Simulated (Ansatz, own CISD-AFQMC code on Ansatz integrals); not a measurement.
CH3ClSi, SMILES `C[Si]Cl` (excited triplet) (charge 0, multiplicity 3). This triplet is an excited state, 1.63 eV above the relaxed singlet at the level frozen-core CCSD(T)/cc-pVTZ // B3LYP-D3(BJ)/def2-TZVP (Ansatz).

Cartesian coordinates (Å):
```xyz
6

C     -0.6757     0.0448    -0.0123
Si     0.9772    -0.7712    -0.4862
Cl     2.6770     0.1460     0.2794
H     -0.7932     0.0350     1.0720
H     -1.4853    -0.5246    -0.4689
H     -0.7001     1.0700    -0.3840
```
Charge 0, spin multiplicity 3.

Frozen-core correlation energies in cc-pVDZ at a geometry from B3LYP-D3(BJ)/def2-TZVP, on an HF energy of -788.02978 Ha (<S^2> = 2.01). Wave-function levels are from Ansatz, the walk from an own CISD-AFQMC code on Ansatz integrals (time step 0.005/Ha, trial state from CCSD amplitudes, largest double 0.03).

| level | correlation energy (mHa) |
|---|---|
| MP2 | -339.8 |
| CCSD | -378.2 |
| CCSD(T) | -388.3 |

What correlation energy does phaseless AFQMC give, and where does it lie among these levels?

-390.1 ± 0.3 mHa (one standard error). AFQMC minus each level: MP2 -50.2 mHa, CCSD -11.8 mHa, CCSD(T) -1.8 mHa.
